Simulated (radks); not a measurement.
Charge is removed step by step from the 4p down level of the indium ion In3+, starting from [Ar] 3d10 4s2 4p(up 3, down 3) 4d10. Method: scalar-relativistic Kohn-Sham, PBE, spin-polarised, spherical densities, finite nucleus; Fermi nuclear charge, rms radius 4.6156 fm; computed with a radial shooting solver on a logarithmic mesh with Libxc functionals.

| removed (e) | E - E(0) (eV) | eigenvalue (eV) | E minus straight line (eV) |
|---|---|---|---|
| 0 | 0.000 | -107.75 | 0.000 |
| 0.125 | 13.606 | -110.06 | -1.030 |
| 0.25 | 27.501 | -112.39 | -1.771 |
| 0.375 | 41.689 | -114.73 | -2.220 |
| 0.5 | 56.172 | -117.10 | -2.373 |
| 0.625 | 70.951 | -119.48 | -2.231 |
| 0.75 | 86.029 | -121.88 | -1.789 |
| 0.875 | 101.41 | -124.30 | -1.046 |
| 1 | 117.09 | -126.74 | 0.000 |

Removing the whole electron costs 117.09 eV by Delta-SCF, against 107.75 eV from minus the eigenvalue at the starting occupation. Slater's transition state (half an electron removed) gives 117.10 eV. Integrating minus the eigenvalue over the occupation (Janak's theorem) gives 117.15 eV. In this scalar-relativistic scheme the density is built from large components alone, so the theorem holds only approximately. The mean slope of the eigenvalue, de/dn, is 19.0 eV per electron.
